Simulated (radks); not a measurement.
Values are calculated unless marked as measured or tabulated.
Trend from Ni+ to Pt+: ionisation energy by Delta-SCF between NIST ground configurations, and size. Code: a radial shooting solver on a logarithmic mesh with Libxc functionals. Model: scalar-relativistic Kohn-Sham, PBE, spin-polarised, spherical densities, finite nucleus; open shells are filled with parallel spins first (spin-orbit coupling, left out, can overturn this in heavy ions); Fermi nuclear charge, rms radius of each element as measured or else 0.836 A^(1/3) + 0.57 fm.

| species | configuration | configuration of the ion | IE (eV) | NIST (eV) | kind | -e(HOMO) (eV) | outermost | <r> outermost (bohr) |
|---|---|---|---|---|---|---|---|---|
| Ni+ | [Ar] 3d9 | [Ar] 3d8 | 19.559 | 18.169 | exp. | 12.478 (3d) | 3d | 1.08 |
| Pd+ | [Kr] 4d9 | [Kr] 4d8 | 20.252 | 19.4 | semi-emp. | 14.265 (4d) | 4d | 1.47 |
| Pt+ | [Xe] 4f14 5d9 | [Xe] 4f14 5d8 | 19.442 | 18.6 | exp. | 13.981 (5d) | 5d | 1.65 |

Reference values: NIST Atomic Spectra Database (exp. = measured, semi-emp. = semi-empirical, theory = theoretical value adopted there). Open shells are spherical and high-spin; term and fine-structure splittings are not resolved. Spin-orbit splitting is averaged out at the scalar-relativistic level.
